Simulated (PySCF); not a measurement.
An unknown is described by computed data only.

Formula: C5H3F3O2S2.

| Quantity | Value |
| --- | --- |
| 13C NMR | chemical shifts (computed TMS as zero) by class: 147.5 (1 C), 145.0 (1 C), 142.2 (1 C), 133.0 (1 C), 132.3 (1 C) ppm [GIAO PBE0/pcSseg-1] |
| Dipole | 5.07 D [PBE0/pcSseg-1] |
| Rotational structure | rotational constants A, B, C: 1.299, 0.557, 0.545 GHz [GFN2-xTB] |
| NMR, other nuclei | isotropic shieldings of nuclei other than C and H, by class: 136 (2 O), 262 (3 F), 215 (1 S), 245 (1 S) ppm [GIAO PBE0/pcSseg-1] |
| 1H NMR | chemical shifts (computed TMS as zero) by class: 7.94 (1 H), 7.87 (1 H), 7.47 (1 H) ppm [GIAO PBE0/pcSseg-1] |

Gas-phase values; electronic properties from PySCF, density fitting. Levels stand in brackets. One conformer (not necessarily the lowest) at the GFN2-xTB geometry, without solvent, vibrations or thermal averaging. Each NMR value is the plain mean over a class of atoms that symmetry, rotation or inversion makes alike.

Question: What is the compound? Reason from the data.

Answer: Numbering: `[O:1]=[S:2](=[O:3])([c:4]1[cH:5][cH:6][cH:7][s:8]1)[C:9]([F:10])([F:11])[F:12]`. 5 carbons fall into 5 classes; from least to most shielded: aromatic CH next to a ring sulfur [C7] (147.5 ppm), substituted aromatic carbon [C4] (145.0 ppm), aromatic CH carbon [C5] (142.2 ppm), aromatic CH carbon [C6] (133.0 ppm), CF3 carbon [C9] (132.3 ppm). Hydrogen classes from least to most shielded: 1 H on an aromatic CH carbon, C5 (7.94 ppm), 1 H on an aromatic CH next to a ring sulfur, C7 (7.87 ppm), 1 H on an aromatic CH carbon, C6 (7.47 ppm). The other shieldings belong to: 136 ppm, sulfonyl oxygen [O1/O3]; 262 ppm, fluorine of a CF3 group [F10/F11/F12]; 215 ppm, sulfonyl sulfur [S2]; 245 ppm, thiophene-type sulfur [S8]. The optimised geometry has point group C1 and is an asymmetric top. Structure: `O=S(=O)(c1cccs1)C(F)(F)F`. The assignments are read from this structure; whether some other isomer fits the data as well wasn't checked.

The values belong to the conformer `[O:1]=[S:2](=[O:3])([c:4]1[cH:5][cH:6][cH:7][s:8]1)[C:9]([F:10])([F:11])[F:12]`: O1–S2–C4–C5 -26°, O1–S2–C9–F10 173°.
